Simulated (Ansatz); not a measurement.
Compare A (`C#CN[SiH3]`) with its isomer B (`N=C=C[SiH3]`).

Isolated molecules relaxed with PBE0-D4/def2-TZVP in Ansatz; ΔE leaves out vibrations. CCSD(T)/CBS adds triple-zeta CCSD(T) − MP2 to the extrapolated MP2 energy (def2 sets, frozen cores). Functionals use def2-TZVPP. B3LYP here is the variant with VWN-RPA as its local correlation; programs differ in this. One conformer a species, not always the lowest.

A:

```xyz
9

C    -0.139   -1.666   -1.671
C     0.288   -0.799   -0.955
N     0.708    0.167   -0.132
Si   -0.307    0.906    1.074
H    -0.505   -2.432   -2.310
H     1.668    0.455   -0.242
H     0.555    1.914    1.739
H    -1.484    1.556    0.445
H    -0.784   -0.102    2.053
```

B:

```xyz
9

N    -1.459   -1.772    0.803
C    -0.481   -1.194    0.372
C     0.585   -0.519    0.031
Si    0.504    1.307   -0.254
H    -2.100   -2.183    0.131
H     1.513   -1.069   -0.083
H    -0.893    1.758   -0.036
H     1.411    2.028    0.678
H     0.921    1.644   -1.642
```

Task: Which is lower in electronic energy at CCSD(T)/CBS, and by how much? (Estimate.)

Result: Ansatz gave: B, by 6.9 kcal/mol.

Task: Give E(B) − E(A) in kcal/mol with BLYP-D4, B3LYP-D4, r2SCAN-D4, PBE-D4, CCSD/def2-TZVPP, ωB97M-V, B3LYP. (An estimate is asked.)

Result: Computed: BLYP-D4 -12.2, B3LYP-D4 -10.3, r2SCAN-D4 -13.3, PBE-D4 -13.9, CCSD/def2-TZVPP -7.1, ωB97M-V -9.1, B3LYP -10.4. None reverses the order clearly.

Task: Does the order hold for the free energy at 298.15 K (harmonic terms from PBE0-D4)? (Estimate.)

Result: Ansatz gave: Yes: G(B) − G(A) = -6.5 kcal/mol, for one conformer each.

Largest T1 diagnostic: 0.015.

From BLYP to BHLYP (50 % exact exchange), in def2-TZVPP and without D4, E(B) − E(A) moves by +4.4 kcal/mol. At CCSD(T), def2-SVP lies −2.5 kcal/mol from the extrapolated value and def2-TZVPP −1.3 kcal/mol.
